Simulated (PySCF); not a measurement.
A structure optimised at B3LYP-D3(BJ)/def2-SVP, used in a PySCF frequency run:

```
Ge
H 1 1.5380
H 1 1.5380 2 110.94
H 1 1.5428 2 110.94 3 123.78
Te 1 2.5946 2 109.22 3 -120.44
Br 5 2.5596 1 92.77 2 60.74
```
Charge 0, spin multiplicity 1.

### Question
Write its SMILES, formula and point group.

### Answer
[GeH3][Te]Br, BrGeH3Te, Cs

### Question
What are its rotational constants (standard atomic weights)?

### Answer
2.2129, 0.91829, 0.65442 GHz
